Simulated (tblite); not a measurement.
Species: C5H11F3NP.
Bonds: C1–P2, P2–C3, P2–N4 (double), P2–C5, C5–C6, C6–C7, C7–F8, C7–F9, C7–F10. Hydrogens: H11, H12, H13 on C1; H14, H15, H16 on C3; H17 on N4; H18, H19 on C5; H20, H21 on C6.

Structure optimised with GFN2-xTB, isolated species.

What internal coordinates does the optimisation give?

| bond | length (bohr) | order |
| --- | --- | --- |
| C1–P2 | 3.488 | single |
| P2–C3 | 3.437 | single |
| P2=N4 | 2.937 | double |
| P2–C5 | 3.575 | single |
| C5–C6 | 2.875 | single |
| C6–C7 | 2.853 | single |
| C7–F8, C7–F9, C7–F10 | 2.538 | single |
| C1–H11 and 5 like bonds | 2.056 | single |
| N4–H17 | 1.907 | single |
| C5–H18, C5–H19 | 2.063 | single |
| C6–H20, C6–H21 | 2.067 | single |

Bonds in one row agree within 0.02 bohr and their mean is given. Orders are formal, as drawn. A selection of angles:
| angle | degrees |
| --- | --- |
| P2–C1–H11 | 111.5 |
| P2–C1–H12 | 106.7 |
| P2–C1–H13 | 110.3 |
| H11–C1–H12 | 109.9 |
| C1–P2–C3 | 103.6 |
| C1–P2–N4 | 121.8 |
| C1–P2–C5 | 103.7 |
| C3–P2–N4 | 106.6 |
| C3–P2–C5 | 101.2 |
| N4–P2–C5 | 117.2 |
| H15–C3–H16 | 110.5 |
| P2–N4–H17 | 116.1 |
| P2–C5–C6 | 110.3 |
| P2–C5–H18 | 106.1 |
| P2–C5–H19 | 112.2 |
| C6–C5–H18 | 108.4 |
| C6–C5–H19 | 111.1 |
| H18–C5–H19 | 108.5 |
| C5–C6–C7 | 111.2 |
| C5–C6–H20 | 112.0 |
| C5–C6–H21 | 109.2 |
| C7–C6–H20 | 107.3 |
| H20–C6–H21 | 109.4 |
| C6–C7–F8 | 112.4 |
| C6–C7–F9 | 112.9 |
| F8–C7–F9 | 106.4 |

Torsions: C1–P2–C5–C6 110° (anticlinal); P2–C5–C6–C7 -78° (synclinal); C5–C6–C7–F8 -178° (antiperiplanar); H17–N4–P2–C1 -49° (synclinal). The mirror-image conformer, all signs reversed, is as good.

P2 (phosphorus bonded to 3 C and N) is distorted tetrahedral (angles from 101.2° to 121.8°). Of the pairs four or more bonds apart, F9···H13 is among the closest relative to their van der Waals radii: 2.44 Å, 91 % of the sum of Bondi's values. N4 (nitrogen bonded to P and H) is bent (angle 116.1°). All 3 C–F bonds measure 1.341 to 1.345 Å. The C–P distances run from 1.819 Å (P2–C3, drawn single) to 1.892 Å (P2–C5, drawn single), a spread of 0.073 Å.

Point group: C1 (no symmetry element, even within 0.4 Å). Its GFN2-xTB frequencies are all real (lowest 23 cm⁻¹). One conformer, not necessarily the lowest. 3 starts were optimised and ended at 0.00, 0.16 and 0.16 kcal/mol (GFN2-xTB); the lowest of these is shown.

The numbers are calculated, not measured.
